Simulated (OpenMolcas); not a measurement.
Pd2+ (d8) among equal point charges was computed by CASSCF with the d shell active (OpenMolcas, ANO-RCC-VDZP on the metal). Its lowest spin-free states, and all those of the highest spin:

```json
{"2S+1": "3", "Degeneracy": "3", "E (cm-1)": "0.0"}
{"2S+1": "3", "Degeneracy": "3", "E (cm-1)": "1872"}
{"2S+1": "3", "Degeneracy": "1", "E (cm-1)": "4131"}
{"2S+1": "1", "Degeneracy": "3", "E (cm-1)": "12798"}
{"2S+1": "1", "Degeneracy": "2", "E (cm-1)": "13406"}
{"2S+1": "3", "Degeneracy": "3", "E (cm-1)": "15370"}
{"2S+1": "1", "Degeneracy": "3", "E (cm-1)": "19318"}
{"2S+1": "1", "Degeneracy": "3", "E (cm-1)": "20305"}
{"2S+1": "1", "Degeneracy": "1", "E (cm-1)": "20623"}
{"2S+1": "1", "Degeneracy": "2", "E (cm-1)": "20701"}
{"2S+1": "1", "Degeneracy": "1", "E (cm-1)": "47694"}
```

Problem. Is the site octahedral, tetrahedral or cube-like, axial, or of lower symmetry?

Solution. The states with 2S+1 = 3 have orbital degeneracies 3, 3, 1, 3. Threefold states need a cubic site. For d8 at this spin an octahedron puts the single A2 below the threefold T2 and a tetrahedron or cube puts the threefold T1 below the threefold T2, so the site is a tetrahedron or a cube, which this pattern cannot tell apart. The run had Pd2+ among 4 point charges of -1 e arranged as a tetrahedron (Td), 1.92 Å from the ion.

An orbital triplet at a regular site is open to Jahn-Teller coupling, which can distort the site and quench the lowest spin-orbit gaps and is left out. Without dynamic correlation the repulsion within the d shell is too large (B by tens of per cent), so at a given field states of lower spin stand too high. Real 4d8 and 5d8 ions are as a rule square planar and diamagnetic. The ground term spreads over less than 5000 cm-1, several times less than with real ligands, so orbital moments are less quenched and χT lies further from the spin-only value than at real sites. Point charges carry no covalency, so the field is a model and not that of real ligands. No measured value stands beside these numbers.
